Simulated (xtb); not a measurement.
Cl2H2S2Zr, SMILES [SH][Zr]([SH])([Cl])[Cl], multiplicity 1. All values are semi-empirical tight-binding results from xtb (GFN2-xTB unless named), good for trends rather than for accurate numbers. The structure is a stationary point at GFN2-xTB. The spin state was assumed, not searched. Other conformers were not sampled.

Optimised geometry:

Bonded distances (Å): Zr1–Cl2 2.262, Zr1–Cl3 2.262, Zr1–S4 2.447, Zr1–S6 2.447, S4–H5 1.342, S6–H7 1.342. Angles (°): Cl2–Zr1–Cl3 105.5, Cl2–Zr1–S4 116.1, Cl2–Zr1–S6 105.5, Cl3–Zr1–S4 116.5, Cl3–Zr1–S6 106.3, S4–Zr1–S6 106.0, Zr1–S4–H5 94.1, Zr1–S6–H7 92.9.
Charge 0, spin multiplicity 1.

A frequency run showed that this geometry is not a minimum.

For metal compounds this method's bond lengths and energies can be far off.

The orbital gap is 1.60 eV.

Computed atomic charges and the Wiberg bond orders between heavy atoms:
charges (e) Zr1 1.03, Cl2 -0.32, Cl3 -0.32, S4 -0.39, H5 0.19, S6 -0.37, H7 0.19. Bond orders Zr1–Cl2 1.06, Zr1–Cl3 1.06, Zr1–S4 1.12, Zr1–S6 1.16.
